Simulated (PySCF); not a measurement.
Si(Cl)3(NCO) (CCl3NOSi), SMILES Cl[Si](Cl)(Cl)N=C=O.

The structure is a stationary point at PBE0-D3(BJ)/def2-SVP. One conformer was computed; it need not be the lowest.

Calculation: PBE/def2-TZVP in PySCF.

Symmetry labels are those of the subgroup Cs that the program uses (full group C3v).

Computed valence orbital energies around the gap with their symmetry:
```
orbital  symmetry  energy (eV)
-------  --------  -----------
HOMO−7         A'        -9.09
HOMO−6         A'        -9.04
HOMO−5         A"        -9.04
HOMO−4         A"        -8.69
HOMO−3         A'        -8.69
HOMO−2         A"        -8.10
HOMO−1         A"        -7.91
HOMO           A'        -7.91
LUMO           A'        -1.38
LUMO+1         A"        -1.24
LUMO+2         A'        -1.24
LUMO+3         A'        -0.10
```
